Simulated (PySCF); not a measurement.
Molecule: bromo(dimethoxy)borane, C₂H₆BBrO₂, net charge 0, singlet state. 
Structure (B3LYP-D3(BJ)/def2-TZVP (Ansatz) minimum search):
SMILES: COB(Br)OC
```xyz
12

C      2.5118    -0.0751    -0.7059
O      1.2549    -0.2633    -1.3452
B      0.0544    -0.1685    -0.7487
Br    -0.0853     0.2639     1.1729
O     -1.0489    -0.3741    -1.4877
C     -2.3871    -0.3108    -1.0089
H      3.2776    -0.2217    -1.4645
H      2.5922     0.9321    -0.2953
H      2.6511    -0.7984     0.0984
H     -2.5545    -1.0488    -0.2236
H     -2.6134     0.6817    -0.6173
H     -3.0363    -0.5253    -1.8551
```
Charge 0, spin multiplicity 1.

Dispersion corrections to the total energy (kcal/mol) from the dftd3 and dftd4 libraries through PySCF: D3(BJ) without and D4 with the three-body term, each with the damping fitted for the functional named.

```tsv
functional	D3(BJ)	D4
B2PLYP	-4.78	?
CAM-B3LYP	-4.69	-5.12
BP86	-9.46	-8.05
B2GP-PLYP	-3.86	-2.54
revPBE	?	-18.71
HSE06	?	-4.70
BHLYP	-7.98	-7.17
```

Problem. Fill in the missing entries.

Solution. 
- B2PLYP, D4: -4.19
- revPBE, D3(BJ): -14.49
- HSE06, D3(BJ): -3.96
